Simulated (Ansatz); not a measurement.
Computed with Ansatz on PBE0-D4/def2-TZVP structures; ΔE is electronic, products minus reactants. CCSD(T)/CBS adds triple-zeta CCSD(T) − MP2 to the extrapolated MP2 energy (def2 sets, frozen cores). This one scheme is used for every species. DFT in def2-TZVPP. For Se outer-core shells are correlated without core-valence functions, which leaves a few kJ/mol of doubt a bond. Scalar relativity is left out up to krypton. Each species was taken in one conformer, which may not be the lowest.

`[AlH2][AlH][SeH]` + CH₃OH → `C[O][AlH][SeH]` + `[AlH3]`  (cleavage of the Al–Al bond)

| level | ΔE (kJ/mol) |
| --- | --- |
| B2PLYP | -133.8 |
| HF/CBS(def2) | -136.9 |

What does CCSD(T)/CBS give? (Best estimate.)

Ansatz gave: -125.6 kJ/mol. The listed levels differ from it by -8.2, -11.3 kJ/mol.

Largest T1 diagnostic among the species: 0.011.

The D4 term adds −4.2 kJ/mol with B3LYP and −2.3 kJ/mol with PBE0; it sums over pairs of atoms, weighted by their polarisabilities, and B3LYP, whose exchange is more repulsive, gets the larger term. From PBE to PBE0 (25 % exact exchange), in def2-TZVPP and without D4, ΔE moves by −3.3 kJ/mol.

B3LYP here is the variant with VWN-RPA as its local correlation; programs differ in this.
